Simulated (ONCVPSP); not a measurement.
## Reading a pseudo-wave (manganese)

Columns: radius, all-electron u(r) and pseudo u(r) of the 3p shell (level -67.47 eV) of manganese in the configuration [Ne] 3s2 3p6 3d5 4s0.5; PBE, scalar-relativistic, ONCV scheme, ONCVPSP 4.0.1.

```tsv
r (bohr)	all-electron	pseudo
0.085	-0.4401	0.0385
0.170	-0.5715	0.1481
0.255	-0.2865	0.3129
0.340	0.1393	0.5091
0.425	0.5338	0.7089
0.510	0.8302	0.8855
0.595	1.0184	1.0185
0.680	1.1119	1.0972
0.765	1.1328	1.1208
0.850	1.1036	1.0979
0.935	1.0422	1.0406
1.020	0.9625	0.9624
1.105	0.8743	0.8743
1.190	0.7843	0.7843
1.275	0.6967	0.6967
1.360	0.6141	0.6141
1.445	0.5379	0.5379
1.530	0.4688	0.4688
1.615	0.4069	0.4069
1.700	0.3518	0.3518
1.785	0.3034	0.3034
1.870	0.2609	0.2609
1.955	0.2238	0.2238
2.040	0.1917	0.1917
2.125	0.1639	0.1639
2.210	0.1399	0.1399
```

(1) How many radial nodes do the two functions have?

(2) At about which radius was the pseudo-wave matched?

(3) Where does each function peak?

(4) Is the pseudo-wave norm-conserving?

Results:

(1) The all-electron 3p function has n − l − 1 = 1; the pseudo-wave has 0, since the states of the same l below it are removed with the core.

(2) 1.15 bohr. The columns agree to 0.0005 from 1.02 bohr on; several derivatives are matched, so the curves merge somewhat inside the radius.

(3) Outermost all-electron maximum near 0.77 bohr, pseudo maximum near 0.77 bohr (to the table’s step).

(4) Yes: the ONCV scheme keeps the norm inside the radius equal to the all-electron one, which fixes the energy derivative of the logarithmic derivative at the level.
